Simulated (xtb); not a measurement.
xtb input (GFN2-xTB):

```bash
xtb mol.xyz --gfn 2 --ohess tight --chrg 0 --uhf 0
```
mol.xyz:
```
4

B     -0.20499040    -0.01480828    -0.00643734
Br     1.81429361    -0.10321914     0.19254547
H     -0.65331215     0.88163203    -0.67148625
H     -0.91594125    -0.75230770     0.46082884
```

End of the output:

```
    mode    ω/cm⁻¹     T·S(HO)/kcal·mol⁻¹    T·S(FR)/kcal·mol⁻¹   T·S(vib)
   ------------------------------------------------------------------------
Note: The following floating-point exceptions are signalling: IEEE_DENORMAL
normal termination of xtb
   ------------------------------------------------------------------------

   temp. (K)  partition function   enthalpy   heat capacity  entropy
                                   cal/mol     cal/K/mol   cal/K/mol   J/K/mol
 298.15  VIB   1.07                  160.421      2.171      0.675
         ROT  0.237E+04              888.752      2.981     18.426
         INT  0.254E+04             1049.174      5.152     19.100
         TR   0.864E+27             1481.254      4.968     39.475
         TOT                        2530.4277    10.1201    58.5754   245.0794

       T/K    H(0)-H(T)+PV         H(T)/Eh          T*S/Eh         G(T)/Eh
   ------------------------------------------------------------------------
    298.15    0.403249E-02    0.243714E-01    0.278311E-01   -0.345962E-02
   ------------------------------------------------------------------------

         :::::::::::::::::::::::::::::::::::::::::::::::::::::
         ::                  THERMODYNAMIC                  ::
         :::::::::::::::::::::::::::::::::::::::::::::::::::::
         :: total free energy          -6.368475578087 Eh   ::
         ::.................................................::
         :: total energy               -6.365015958642 Eh   ::
         :: zero point energy           0.020338944797 Eh   ::
         :: G(RRHO) w/o ZPVE           -0.023798564243 Eh   ::
         :: G(RRHO) contrib.           -0.003459619445 Eh   ::
         :::::::::::::::::::::::::::::::::::::::::::::::::::::

optimized geometry written to: xtbopt.xyz

           -------------------------------------------------
          | TOTAL ENERGY               -6.365015958642 Eh   |
          | TOTAL ENTHALPY             -6.340644520591 Eh   |
          | TOTAL FREE ENERGY          -6.368475578087 Eh   |
          | GRADIENT NORM               0.000246530858 Eh/α |
          | HOMO-LUMO GAP               3.531265389845 eV   |
           -------------------------------------------------

------------------------------------------------------------------------
------------------------------------------------------------------------
 total:
 SCF:
 ANC optimizer:
 analytical hessian:
```
